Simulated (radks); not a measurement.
Values are calculated unless marked as measured or tabulated.
Question: Eu VIII, 56 electrons, occupied as [Kr] 4d9 4f3 5s2 5p6 (not the ground configuration). Level of theory: scalar-relativistic Kohn-Sham, r2SCAN, spin-polarised, spherical densities, finite nucleus; open shells are filled with parallel spins first (spin-orbit coupling, left out, can overturn this in heavy ions); meta-GGA in the generalised Kohn-Sham scheme; Fermi nuclear charge, rms radius 5.1115 fm (a radial shooting solver on a logarithmic mesh with Libxc functionals). Some entries of the table are withheld. Estimate them.

orbital,occ.,eigenvalue (eV),r(max) (bohr)
1s up,1,-48572.01,0.01420
1s down,1,-48572.01,0.01420
2s up,1,-8113.994,0.08052
2s down,1,-8113.126,0.08052
2p up,3,-7240.712,0.06515
2p down,3,-7240.038,0.06514
3s up,1,-1904.395,0.2286
3s down,1,-1902.334,0.2286
3p up,3,-1631.286,0.2243
3p down,3,-1629.132,0.2242
3d up,5,-1266.189,0.1841
3d down,5,-1264.104,0.1840
4s up,1,-489.3313,0.5243
4s down,1,-483.0019,0.5241
4p up,3,-397.4257,0.5456
4p down,3,-391.1470,0.5454
4d up,5,(1),0.5637
4d down,4,(2),0.5638
5s up,1,-147.1629,1.144
5s down,1,-145.1386,1.154
4f up,3,-127.2095,0.5473
4f down,0,-121.5715,0.5483
5p up,3,-119.6254,1.247
5p down,3,-118.1329,1.259

Answer: 
(1) 4d up eigenvalue (eV): -268.7116
(2) 4d down eigenvalue (eV): -262.5489
